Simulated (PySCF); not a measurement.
TaF4Br, SMILES [F][Ta]([F])([Br])([F])[F], multiplicity 1.

Geometry optimised at PBE0-D3(BJ)/def2-SVP. The spin state was assumed, not searched. The structure was generated by enumeration; whether it is a known compound was not checked. The def2 effective core potentials stand for the cores of Ta; spin–orbit coupling is left out.

All values below come from PBE/def2-TZVP (PySCF).

Symmetry labels are those of the subgroup C2v that the program uses (full group C2v).

Computed valence orbital energies around the gap with their symmetry:
```tsv
orbital	symmetry	energy (eV)
HOMO−7	B2	-10.53
HOMO−6	A1	-10.40
HOMO−5	B1	-10.38
HOMO−4	B2	-10.34
HOMO−3	A1	-10.16
HOMO−2	A2	-9.66
HOMO−1	B1	-8.79
HOMO	B2	-8.70
LUMO	B2	-3.53
LUMO+1	B1	-3.24
LUMO+2	A2	-3.12
LUMO+3	A1	-2.88
```
